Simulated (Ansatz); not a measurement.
K₂F₂: single points at one geometry.

```yaml
crystal:
  periodic: [false, false, false]
  atoms:
    - {symbol: K, position_ang: [0.781995, 0.684336, -1.398721]}
    - {symbol: K, position_ang: [-0.781848, -0.684124, 1.398910]}
    - {symbol: F, position_ang: [1.199367, -1.077607, 0.143335]}
    - {symbol: F, position_ang: [-1.199514, 1.077396, -0.143523]}
basis:
  gaussian: {orbitals: def2-TZVP, initial_orbitals: start.molden}
hamiltonian: {xc: {name: r2SCAN0}, dispersion: d4}
scf: {omitted_lower_state_checks: [starts]}
output: {forces: true, orbitals: {seedname: orbitals}}
```

The file start.molden holds the orbitals of an earlier run on this structure, at another level or in another basis.

```sh
$ ansatz run in.yaml --threads 4 --pin off --events-out ev --progress --plain --max-ram 3916MiB
```

Output, abridged:

```
Functional definition: r2SCAN0
1020 factors; their error is unknown
mean field evaluation 1: about -38085.2193 eV, gradient 5.6e0 eV
mean field evaluation 2: about -38085.2486 eV, gradient 6.4e-2 eV
mean field evaluation 4: about -38085.4481 eV, gradient 1.6e-4 eV
mean field -38085.44807357 eV, -1399.6144014600 hartree, gradient 6.4e-6 eV, S^2 0.000000; 0 other end points of the search recorded, 0 dependent functions left out
reference -38085.44810069 eV, -1399.6144024565 hartree; 28, 28 occupied and 100, 100 virtual orbitals, 1020 factors
Total energy: -38085.46082235 eV, -1399.6148699689 hartree
Atom 0 at     0.781995     0.684336    -1.398721 Å, force    -0.024338    -0.021466     0.043399 eV/Å
Atom 1 at    -0.781848    -0.684124     1.398910 Å, force     0.024248     0.021153    -0.043630 eV/Å
Atom 2 at     1.199367    -1.077607     0.143335 Å, force    -0.051083     0.046120    -0.006035 eV/Å
Atom 3 at    -1.199514     1.077396    -0.143523 Å, force     0.051173    -0.045808     0.006266 eV/Å
Dipole moment:     0.000224     0.000332     0.000293 e Å
Checks for a lower state left out: starts
```

Hardware: 4 threads of Arm Neoverse V2 on a shared host. Wall time 2.7 s.

As the first input, with `gaussian: {orbitals: def2-TZVPD, initial_orbitals: start.molden}`, `hamiltonian: {xc: pbe, dispersion: d4}`, `output: {orbitals: {seedname: orbitals}}` (abridged; 1.6 s):

```
Functional definition: PBE
mean field -38073.49318964 eV, -1399.1750675789 hartree, gradient 2.6e-5 eV, S^2 0.000000
Total energy: -38073.54338734 eV, -1399.1769123101 hartree
Checks for a lower state left out: starts
```

The first input with `gaussian: {orbitals: def2-SVP, initial_orbitals: start.molden}`, `hamiltonian: {xc: pbe, dispersion: d4}`, `output: {orbitals: {seedname: orbitals}}` (abridged; 0.7 s):

```
Functional definition: PBE
mean field -38061.83392416 eV, -1398.7465974752 hartree, gradient 9.0e-6 eV, S^2 0.000000
Total energy: -38061.88415513 eV, -1398.7484434294 hartree
Checks for a lower state left out: starts
```

First input, but with `hamiltonian: {xc: {name: r2SCANh}, dispersion: d4}`, `output: {orbitals: {seedname: orbitals}}` (abridged; 2.1 s):

```
Functional definition: r2SCANh
mean field -38085.89971913 eV, -1399.6309991281 hartree, gradient 4.6e-5 eV, S^2 0.000000
Total energy: -38085.91091160 eV, -1399.6314104436 hartree
Checks for a lower state left out: starts
```

The first input with `hamiltonian: {xc: pbe, dispersion: d4}`, `output: {orbitals: {seedname: orbitals}}` (abridged; 1 s):

```
Functional definition: PBE
mean field -38073.35062018 eV, -1399.1698282476 hartree, gradient 1.1e-5 eV, S^2 0.000000
Total energy: -38073.40085877 eV, -1399.1716744818 hartree
Checks for a lower state left out: starts
```

As the first input, with `hamiltonian: {xc: lda}`, `output: {orbitals: {seedname: orbitals}}` (abridged; 0.6 s):

```
Functional definition: SPW92
mean field -37961.48425305 eV, -1395.0588150814 hartree, gradient 2.4e-5 eV, S^2 0.000000
Total energy: -37961.48434114 eV, -1395.0588183185 hartree
Checks for a lower state left out: starts
```

First input, but with `gaussian: {orbitals: def2-TZVPD, initial_orbitals: start.molden}`, `hamiltonian: {xc: pbe0, dispersion: d4}`, `output: {orbitals: {seedname: orbitals}}` (abridged; 1.6 s):

```
Functional definition: PBE0
mean field -38075.91140305 eV, -1399.2639352825 hartree, gradient 3.7e-5 eV, S^2 0.000000
Total energy: -38075.95399907 eV, -1399.2655006571 hartree
Checks for a lower state left out: starts
```

Geometry: PBE0-D4/def2-TZVP.

The structure comes from a short search, and lower isomers may exist.
